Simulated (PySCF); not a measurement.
**Exact simulation of a proton spin system**

Molecule: `FC(F)Oc1ccco1`, C₅H₄F₂O₂.

Molfile (atoms numbered from 1):
```
C5H4F2O2
     RDKit          3D

 13 13  0  0  0  0  0  0  0  0999 V2000
    2.7990   -0.0047   -0.2825 F   0  0  0  0  0  0  0  0  0  0  0  0
    2.0843    0.8259    0.4860 C   0  0  0  0  0  0  0  0  0  0  0  0
    2.8682    1.2749    1.4591 F   0  0  0  0  0  0  0  0  0  0  0  0
    1.0622    0.1409    1.0986 O   0  0  0  0  0  0  0  0  0  0  0  0
   -0.0442   -0.1414    0.3939 C   0  0  0  0  0  0  0  0  0  0  0  0
   -1.1852   -0.7772    0.7747 C   0  0  0  0  0  0  0  0  0  0  0  0
   -2.0104   -0.7778   -0.3988 C   0  0  0  0  0  0  0  0  0  0  0  0
   -1.3051   -0.1501   -1.3756 C   0  0  0  0  0  0  0  0  0  0  0  0
   -0.0910    0.2419   -0.8877 O   0  0  0  0  0  0  0  0  0  0  0  0
    1.7185    1.6609   -0.1334 H   0  0  0  0  0  0  0  0  0  0  0  0
   -1.4011   -1.1843    1.7579 H   0  0  0  0  0  0  0  0  0  0  0  0
   -3.0085   -1.1998   -0.4957 H   0  0  0  0  0  0  0  0  0  0  0  0
   -1.4965    0.0886   -2.4169 H   0  0  0  0  0  0  0  0  0  0  0  0
  1  2  1  0
  2  3  1  0
  2  4  1  0
  4  5  1  0
  5  6  2  0
  6  7  1  0
  7  8  2  0
  8  9  1  0
  9  5  1  0
  2 10  1  0
  6 11  1  0
  7 12  1  0
  8 13  1  0
M  END
```

PySCF 2.14 calculation with J couplings at B3LYP/pcJ-1 (spin–dipole term only in couplings to heteroatoms), PBE0-D3(BJ)/def2-SVP geometry and shielding tensors at KT2/pcSseg-1 (GIAO); equivalent nuclei averaged, non-relativistic, isolated molecule, one conformer.

δ = σ(ref) − σ, references computed at the same level: 1H (31.18 ppm) against TMS.

The 6-spin Hamiltonian (Zeeman plus full scalar coupling among like nuclei) was diagonalised exactly; lines are Lorentzian, 0.4 Hz wide, and the maxima above 3 % are listed with the tallest set to 100.

Peak list at 700 MHz for the spins F1/F3/H10/H11/H12/H13:
```json
{"Hz": "4925.3", "ppm": "7.036", "height": "50"}
{"Hz": "4844.0", "ppm": "6.920", "height": "100"}
{"Hz": "4789.8", "ppm": "6.843", "height": "44"}
{"Hz": "4788.8", "ppm": "6.841", "height": "45"}
{"Hz": "4787.2", "ppm": "6.839", "height": "45"}
{"Hz": "4786.2", "ppm": "6.837", "height": "45"}
{"Hz": "4762.7", "ppm": "6.804", "height": "50"}
{"Hz": "4455.2", "ppm": "6.365", "height": "47"}
{"Hz": "4452.7", "ppm": "6.361", "height": "48"}
{"Hz": "4451.4", "ppm": "6.359", "height": "49"}
{"Hz": "4448.8", "ppm": "6.355", "height": "47"}
{"Hz": "3838.4", "ppm": "5.483", "height": "35"}
{"Hz": "3838.0", "ppm": "5.483", "height": "36"}
{"Hz": "3837.5", "ppm": "5.482", "height": "35"}
{"Hz": "3834.5", "ppm": "5.478", "height": "34"}
{"Hz": "3834.1", "ppm": "5.477", "height": "36"}
{"Hz": "3833.6", "ppm": "5.477", "height": "34"}
```

Extract the chemical shifts and coupling constants behind this pattern (give the signs of the calculation).

Answers


Shifts (ppm): F1/F3 -119.6, H10 6.92, H11 5.48, H12 6.36, H13 6.84.
Couplings (Hz): F1–F3: 117.7; F1–H10, F3–H10: 81.3; F1–H11, F3–H11: -0.5; F1–H12, F3–H12: 0.2; F1–H13, F3–H13: -0.3; H10–H11: -0.2; H11–H12: 3.9; H11–H13: 1.0; H12–H13: 2.6.
These are the parameters used. A line list fixes at most the relative signs, and those only where coupling is strong; other parameter sets or atom labellings may fit too, and couplings well below the line width leave little trace.

Unscaled 3J(H,H) at this level run about 10 % above measured values.
